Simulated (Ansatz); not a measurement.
Program: Ansatz 0.2.0.

A structure relaxed at PBE0-D4/def2-TZVP, charge 0, multiplicity 1:

```
atom   x (Å)   y (Å)   z (Å)
  C1   2.180   0.156   0.708
  O2   0.961   0.313   0.007
 Si3  -0.052  -0.862  -0.420
  F4   0.568  -1.807  -1.519
  F5  -0.333  -1.787   0.836
  O6  -1.401  -0.243  -1.023
  C7  -2.195   0.763  -0.427
  H8   2.043  -0.446   1.611
  H9   2.532   1.147   0.995
 H10   2.935  -0.316   0.074
 H11  -2.717   0.376   0.453
 H12  -2.934   1.083  -1.161
 H13  -1.587   1.623  -0.134
```

Task: Give its formula and SMILES.

Result: C2H6F2O2Si, `CO[Si](F)(F)OC`.

Task: Point group (tolerance 0.08 Å, 0.16 Å for H)?

Result: C1.

Task: Summarise the bond lengths by kind.

Result: 2 × C–O 1.414 Å; 6 × C–H 1.090 to 1.094 Å; 2 × O–Si 1.602 to 1.609 Å; 2 × F–Si 1.576 to 1.585 Å.
